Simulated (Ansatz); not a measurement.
Species: C4H12O4Si, SMILES `CO[Si](OC)(OC)OC` (charge 0, multiplicity 1).

**Question.** Give a relaxed geometry from B3LYP-D3(BJ)/def2-SVP in Ansatz (a quantum-chemistry and plane-wave program).

**Answer.** One answer among several that fit: the end point of this relaxation, one of several conformers (outside a Z-matrix the atoms follow the SMILES, hydrogens last).
Bonded distances (Å): C1–O2 1.412, C1–H10 1.105, C1–H11 1.104, C1–H12 1.101, O2–Si3 1.646, Si3–O4 1.646, Si3–O6 1.646, Si3–O8 1.646, O4–C5 1.412, C5–H13 1.104, C5–H14 1.101, C5–H15 1.105, O6–C7 1.412, C7–H16 1.101, C7–H17 1.105, C7–H18 1.104, O8–C9 1.412, C9–H19 1.105, C9–H20 1.101, C9–H21 1.104. Bond angles (°): O2–C1–H10 111.4, O2–C1–H11 111.5, O2–C1–H12 108.6, H10–C1–H11 108.2, H10–C1–H12 108.2, H11–C1–H12 108.7, C1–O2–Si3 125.2, O2–Si3–O4 106.9, O2–Si3–O6 114.8, O2–Si3–O8 106.9, O4–Si3–O6 106.9, O4–Si3–O8 114.8, O6–Si3–O8 106.9, Si3–O4–C5 125.2, O4–C5–H13 111.5, O4–C5–H14 108.6, O4–C5–H15 111.4, H13–C5–H14 108.7, H13–C5–H15 108.2, H14–C5–H15 108.2, Si3–O6–C7 125.2, O6–C7–H16 108.6, O6–C7–H17 111.4, O6–C7–H18 111.5, H16–C7–H17 108.2, H16–C7–H18 108.7, H17–C7–H18 108.2, Si3–O8–C9 125.2, O8–C9–H19 111.4, O8–C9–H20 108.6, O8–C9–H21 111.5, H19–C9–H20 108.2, H19–C9–H21 108.2, H20–C9–H21 108.7.
